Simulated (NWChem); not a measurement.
# iodine (I$_{2}$); SMILES II

Program: NWChem. Geometry: optimised at PBE0-D3(BJ)/def2-TZVP. def2 effective core potentials on I; no spin-orbit coupling. Gas phase, vertical.

Hartree-Fock/def2-SVP, TDHF puts singlet state 5 at 7.42 eV with oscillator strength 1.352.

Problem. Give the wavelength, the transition dipole and the radiative lifetime of that state in vacuum.

Solution. 
1. λ = 1239.84/7.42 = 167 nm, or 59850 cm⁻¹.
2. f = (2/3) ΔE μ² in atomic units, so μ = √(1.5 f/ΔE) = 2.73 a.u. = 6.93 D.
3. τ = 1.499 s cm⁻² / (f ν²) = 0.31 ns, for a non-degenerate state that emits at the vertical energy; a higher state like this one mostly decays faster by other paths.
